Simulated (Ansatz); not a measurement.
`O=[CH][SnH3]` and `C[C](=O)[SnH3]` differ in one atom or group.

Ansatz, PBE0-D4/def2-TZVP geometries, multiplicity 1. 

Elements past krypton have def2 core potentials.

```
                                      property  `O=[CH][SnH3]`
         LUMO energy (ωB97M-V/def2-TZVPP) / eV            0.74
             HOMO energy (PBE/def2-TZVPP) / eV           -5.57
size of the dipole moment (PBE/def2-TZVPP) / D            1.71
         HOMO energy (ωB97M-V/def2-TZVPP) / eV           -9.04
         HOMO–LUMO gap (B3LYP/def2-TZVPP) / eV            4.88
           HOMO–LUMO gap (PBE/def2-TZVPP) / eV            2.85
```

Task: Give the same properties after the change, and the shifts. (Best estimate.)

Result: Computed: 
```csv
property,`C[C](=O)[SnH3]`,shift
LUMO energy (ωB97M-V/def2-TZVPP) / eV,1.19,0.45
HOMO energy (PBE/def2-TZVPP) / eV,-5.42,0.15
size of the dipole moment (PBE/def2-TZVPP) / D,2.18,0.47
HOMO energy (ωB97M-V/def2-TZVPP) / eV,-8.86,0.18
HOMO–LUMO gap (B3LYP/def2-TZVPP) / eV,5.19,0.31
HOMO–LUMO gap (PBE/def2-TZVPP) / eV,3.21,0.36
```

With PBE0 the HOMO rises by 0.18 eV and the LUMO rises by 0.47 eV, so the gap widens by about 0.29 eV. PBE moves the HOMO by 0.15 eV and ωB97M-V by 0.18 eV. Dipoles are sizes alone; their direction can turn.

B3LYP here is the variant with VWN-RPA as its local correlation; programs differ in this.
